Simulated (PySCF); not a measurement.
## Two-dimensional NMR puzzle

Compound of formula C$_{4}$H$_{9}$ClO$_{2}$Si$_{2}$. Correlations simulated from computed shifts and the bond graph:

HSQC (one-bond C–H):
| δH | δC |
| --- | --- |
| 6.27 | 136.3 |
| 6.04 | 136.3 |
| 2.45 | 35.1 |

COSY cross peaks (H two or three bonds apart, from the bond graph; peaks can be absent where the dihedral angle is near 90°):
| δH | δH |
| --- | --- |
| 6.27 | 6.04 |

HMBC (two and three bonds, from the bond graph):
| δH | δC |
| --- | --- |
| 6.27 | 216.1, 160.6 |
| 6.04 | 216.1, 160.6 |
| 5.40 | 216.1, 160.6, 136.3 |
| 2.45 | 216.1, 160.6 |

Carbons without hydrogens: δ 216.1, 160.6.

PySCF 2.14.0 with density-fitted response routines calculation with GIAO PBE0/pcSseg-1 shieldings and coordinates at the GFN2-xTB level; no relativistic terms, isolated molecule, equivalent nuclei averaged, single conformer.

References, each an isolated molecule treated in the same way: 1H and 13C vs TMS.

Exchangeable hydrogens are left out of these lists.

Question: Work out the connectivity.

Answer: `C=C([SiH2]O[SiH2]Cl)C(C)=O`.

Numbering as in the mapped SMILES `[CH2:1]=[C:2]([SiH2:3][O:4][SiH2:5][Cl:6])[C:7]([CH3:8])=[O:9]`; H(Xn) means a hydrogen on atom n. Ha(C1) is cis to Si3; Hb(C1) is trans to Si3.

- δC 216.1 is C7, a ketone carbonyl carbon.
- δC 160.6 is C2, an α carbon of a C=C–C=O unit.
- δC 136.3 is C1, a β carbon of a C=C–C=O unit (δH 6.04, 6.27).
- δC 35.1 is C8, a methyl carbon α to a carbonyl (δH 2.45).
- HMBC from δH 6.27 reaches the proton-free carbons C7, C2.
- HMBC from δH 6.04 reaches the proton-free carbons C7, C2.
- HMBC from δH 5.40 reaches the proton-free carbons C7, C2.
- HMBC from δH 2.45 reaches the proton-free carbons C7, C2.
- COSY links 6.27–6.04.

The data come from this structure; uniqueness wasn't tested.

Shifts are as computed. Against solution values, carbons near 30 ppm lie about +3 ppm off and those near 130 ppm about +5 ppm. Of 1211 compounds with measured shifts, 218 miss one by over three times the rms of a fit or turn the order of signals round; such compounds aren't used in these exercises.
